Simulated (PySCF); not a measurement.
Ionisation energy of Hg²⁺ by level of theory

Hg²⁺ [Xe] 4f14 5d10 (1S) → Hg³⁺ [Xe] 4f14 5d9 (2D), as a difference of total energies. Calculation: PySCF 2.14, in def2-TZVPPD with the def2 core potential (60 electrons); scalar relativity through the core potential. Correlated levels: valence: 5s2 5p6 frozen; valence and next inner shell: nothing frozen outside the core potential. The calculations carry no spin-orbit coupling.

```csv
method,ionisation energy (eV)
UHF,33.609
LDA,35.733
PBE,35.346
PBE0,35.235
r2SCAN,35.220
B97-3,35.225
CAM-B3LYP,35.252
wB97X,35.145
wB97X-V,35.115
MP2 (valence),35.398
SCS-MP2 (valence),35.218
MP2 (valence and next inner shell),35.283
SCS-MP2 (valence and next inner shell),35.062
```

Question: How much does correlation contribute at MP2 (valence and next inner shell)?

Answer: 35.283 − (33.609) = 1.674 eV, measured against UHF.

The reference lies between the lowest fine-structure levels, while these numbers refer to the centres of the terms.

Errors of the correlated levels include the incompleteness of this basis and the frozen core.

For comparison: 34.49 ± 0.05 eV (measured; NIST Atomic Spectra Database, ionization energies).
